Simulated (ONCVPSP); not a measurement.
Cutoff test, scandium (Sc), ONCV

ONCVPSP 4.0.1 input, shortened (lines: element, Z, core and valence counts, functional; n l f; lmax; l rc ep ncon nbas qcut; lloc lpopt rc5 dvloc0; l nproj debl; icmod fcfact rcfact), LDA (Perdew-Wang 92), scalar-relativistic:

```
  Sc 21.00    3    5  -001012      upf
    1    0    2.00
    2    0    2.00
    2    1    6.00
    3    0    2.00
    3    1    6.00
    3    2    1.00
    4    0    1.50
    4    1    0.50
    2
    0    2.05    0.00    3    6    7.00
    1    1.60    0.00    4    8    9.20
    2    1.75    0.00    4    8    7.70
    4    5    1.35    0.00
    0    2    1.60
    1    2    2.50
    2    2    1.80
    0    0.00    0.00
```

For each optimised wave give the share of its norm inside rc, the residual kinetic energy above qcut (Ha) and the cutoffs (Ha) for errors of 10, 1, 0.1 and 0.01 mHa per electron.

| wave | norm inside rc | residual KE | 10 mHa | 1 mHa | 0.1 mHa | 0.01 mHa |
| --- | --- | --- | --- | --- | --- | --- |
| 3s | 0.977 | 3.4e-08 | 4.8 | 10.2 | 15.1 | 18.3 |
| 4s | 0.085 | 2.1e-08 | 3.6 | 6.0 | 14.4 | 18.2 |
| 3p | 0.834 | 6.8e-09 | 13.4 | 17.9 | 21.8 | 25.1 |
| 4p | 0.023 | 2.6e-09 | 7.9 | 12.8 | 17.1 | 20.9 |
| 3d | 0.583 | 5.2e-05 | 20.3 | 24.8 | 28.6 | 68.3 |
| d projector 2 | 0.117 | 3.7e-04 | 22.4 | 27.5 | 43.2 | 93.2 |

The occupied waves need 25 Ha and 29 Ha for 1 and 0.1 mHa.
